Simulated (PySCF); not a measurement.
H6ClFSi3, SMILES Cl[SiH2][SiH2][SiH2]F (PBE0/def2-SVP optimised geometry):

```
11

Si    -0.009     1.211     0.000
F     -0.515     2.762     0.000
Si    -0.852     0.125     1.904
Si    -0.468    -2.166     1.577
Cl     1.396    -2.302     0.651
H      1.481     1.211     0.000
H     -0.522     0.559    -1.240
H     -2.318     0.382     2.060
H     -0.136     0.586     3.134
H     -1.481    -2.762     0.657
H     -0.422    -2.962     2.837
```

Method: PBE0/def2-TZVP in PySCF 2.14.0.

Question: What are the frontier orbital energies and the dipole moment?

Answer: HOMO-2 -9.16 eV, HOMO-1 -8.76 eV, HOMO -8.12 eV, LUMO -1.11 eV, LUMO+1 -0.63 eV; dipole moment 1.54 D.

On the same geometry PBE/def2-TZVP in PySCF gives HOMO-2 -7.79 eV, HOMO-1 -7.51 eV, HOMO -6.97 eV, LUMO -1.94 eV, LUMO+1 -1.48 eV; dipole moment 1.40 D.

Meta-Löwdin charges at PBE0/def2-TZVP: Si1 0.72, F2 -0.51, Si3 0.07, Si4 0.45, Cl5 -0.31, H6 -0.09, H7 -0.09, H8 -0.05, H9 -0.05, H10 -0.07, H11 -0.07.
